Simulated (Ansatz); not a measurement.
# One elementary step

Start structure (GeH$_{5}$ClF$_{2}$, singlet), relaxed at PBE0-D4/def2-TZVP:

Ge1  (-0.896, -1.231, -0.043)
Cl2  (0.236, -0.620, 1.740)
H3  (0.143, -1.580, -1.101)
H4  (-1.681, -2.451, 0.447)
H5  (-1.796, -0.050, -0.391)
H6  (0.915, 1.643, -0.873)
F7  (0.485, 1.257, -1.610)
H8  (1.130, 1.136, 1.139)
F9  (1.464, 1.898, 0.692)
(Å)

The step: GeH₃Cl ([Cl][GeH3]) + HF + HF → GeH₃F ([F][GeH3]) + HCl + HF; bonds formed: Ge1–F7, Cl2–H8, H6–F9; bonds broken: Ge1–Cl2, H6–F7, H8–F9. Computed with Ansatz 0.2.0 (basis: def2-TZVPP and def2-QZVPP); correlated methods freeze the cores. Filled d shells of the heavier atoms are correlated. The def2 sets are not built for correlating such inner shells, so the correlated values are less sure here. Extrapolation: Hartree–Fock as exp(−7.88 √X), correlation as X^−2.97. Energies below are by CCSD(T) at an estimated basis limit (MP2 extrapolated from triple and quadruple zeta, plus CCSD(T) − MP2 in triple zeta).

Task: What are the electronic barrier and the energy of the step, from the start structure to the end structure? (To be estimated.)

Result: By the calculation: Barrier 1.387 eV; step energy 0.185 eV (uphill); reverse barrier, their difference, 1.202 eV. Barrier and step energy count from the start structure, the reverse barrier from the end structure.

The saddle point: One imaginary mode of 257i cm⁻¹.
```
   pair  start (Å)  saddle (Å)  end (Å)
 Ge1–F7       3.25        2.03     1.78
 Cl2–H8       2.06        1.69     1.30
  H6–F9       1.68        1.25     0.94
Ge1–Cl2       2.20        2.59     3.80
  H6–F7       0.94        1.05     1.59
  H8–F9       0.94        1.04     1.82
```

Zero-point energy (harmonic, PBE0-D4): ZPE is 1.331 eV at the start and 1.263 eV at the saddle, so the barrier goes from 1.387 to 1.319 eV.

The T1 diagnostic stays at or below 0.011.

Labels in which every atom is bracketed show which atoms are joined, not bond orders.

For scale, one of the runs: CCSD(T)/def2-TZVPP, 222 basis functions, launched by `ansatz run in.yaml --threads 8 --pin off --events-out ev --progress --plain --max-ram 19148MiB`. Time: 77 s of wall clock on 8 CPU threads of an Arm Neoverse V2; the host was shared. Peak host memory: 3.7 GiB.
